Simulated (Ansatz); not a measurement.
Consider the atomization: `F[SiH2]C1C[SiH2]1` → 2 C• + F• + 7 H• + 2 Si•.

Computed with Ansatz on PBE0-D4/def2-TZVP structures; ΔE is electronic, products minus reactants. CCSD(T)/CBS is the MP2 limit (def2-TZVPP, def2-QZVPP) plus CCSD(T) − MP2 in def2-TZVPP, frozen cores. This one scheme is used for every species, atoms too. DFT in def2-TZVPP. B3LYP here is the variant with VWN-RPA as its local correlation; programs differ in this. Open shells (•) are unrestricted, without spin–orbit coupling. Spin–orbit coupling would lower the free atoms: a little for C, F, Si. Each species was taken in one conformer, which may not be the lowest.

(1) What is ΔE at CCSD(T)/CBS? (Estimate.)

(2) What do these levels give: PBE-D4, PBE0-D4, B3LYP-D4, ωB97X-V, ωB97M-V, B3LYP, MP2/def2-TZVPP, SCS-MP2/def2-TZVPP, CCSD/def2-TZVPP, MP2/def2-QZVPP, HF/CBS(def2), CCSD/CBS(def2)? (Best estimate.)

Largest T1 diagnostic among the species: 0.012.

## Answers

(1) Computed: +4352.5 kJ/mol.

(2) The calculation gave: PBE-D4 4378.1, PBE0-D4 4334.5, B3LYP-D4 4331.5, ωB97X-V 4368.9, ωB97M-V 4358.2, B3LYP 4287.8, MP2/def2-TZVPP 4297.0, SCS-MP2/def2-TZVPP 4284.8, CCSD/def2-TZVPP 4186.2, MP2/def2-QZVPP 4364.2, HF/CBS(def2) 3275.9, CCSD/CBS(def2) 4297.9 kJ/mol.

From PBE to PBE0 (25 % exact exchange), in def2-TZVPP and without D4, ΔE moves by −39.4 kJ/mol: exact exchange takes away binding that semilocal exchange gives to molecules. The D4 term adds +43.7 kJ/mol with B3LYP and +22.9 kJ/mol with PBE0; it sums over pairs of atoms, weighted by their polarisabilities, and B3LYP, whose exchange is more repulsive, gets the larger term. In def2-TZVPP, CCSD(T) changes the Hartree–Fock value by +975.3 kJ/mol (the triples alone add +54.6 kJ/mol) and MP2 by +1031.5 kJ/mol; breaking electron pairs costs correlation energy, which Hartree–Fock lacks.

For atomizations the MP2-based limit and the directly extrapolated one differ by several kJ/mol either way, and by 10 to 25 for some Ge, Se and Sn compounds, so smaller differences from it don't rank the levels.
